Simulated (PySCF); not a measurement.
Si(All)(H)2(OH) (C₃H₈OSi), SMILES C=CC[SiH2]O.

Coordinates come from a PBE0-D3(BJ)/def2-SVP optimisation. Other conformers were not sampled.

These are TDDFT-LC-ωPBE/def2-SVPD in PySCF values and carry that method's errors.

Vertical excitations. Gas-phase values at a fixed geometry.

```tsv
state	energy (eV)	λ (nm)	f	main pairs
S1	6.88	180	0.309	HOMO→LUMO 75 %, HOMO→LUMO+1 15 %
S2	7.38	168	0.100	HOMO→LUMO+1 75 %
S3	7.83	158	0.048	HOMO→LUMO+2 37 %, HOMO−1→LUMO 26 %, HOMO→LUMO+3 14 %
S4	8.17	152	0.007	HOMO→LUMO+2 33 %, HOMO−1→LUMO 29 %, HOMO−3→LUMO+1 8 %, HOMO−3→LUMO 6 %
S5	8.24	150	0.005	HOMO−3→LUMO+1 21 %, HOMO−3→LUMO 19 %, HOMO−2→LUMO 17 %, HOMO−1→LUMO 10 %
S6	8.47	146	0.022	HOMO→LUMO+5 44 %, HOMO−2→LUMO 10 %
S7	8.60	144	0.070	HOMO→LUMO+4 66 %
S8	8.69	143	0.010	HOMO→LUMO+5 25 %, HOMO−2→LUMO 15 %, HOMO→LUMO+4 12 %, HOMO→LUMO+8 8 %
S9	8.87	140	0.006	HOMO→LUMO+3 22 %, HOMO−2→LUMO 14 %, HOMO−3→LUMO 7 %, HOMO→LUMO+8 6 %
S10	9.09	136	0.006	HOMO→LUMO+7 23 %, HOMO−1→LUMO+1 20 %, HOMO→LUMO+6 11 %, HOMO→LUMO+8 6 %
T1	4.07	305	0	HOMO→LUMO+1 43 %, HOMO→LUMO 33 %
T2	6.97	178	0	HOMO→LUMO 43 %, HOMO→LUMO+1 19 %, HOMO−1→LUMO 11 %
T3	7.48	166	0	HOMO−1→LUMO 28 %, HOMO→LUMO+1 19 %, HOMO→LUMO+2 14 %, HOMO→LUMO+3 13 %
T4	7.65	162	0	HOMO−3→LUMO+1 23 %, HOMO−3→LUMO 20 %, HOMO−2→LUMO 16 %, HOMO−2→LUMO+1 9 %
```
Triplets are in the Tamm–Dancoff approximation, which puts them higher than full response would, so one can lie above its singlet here.
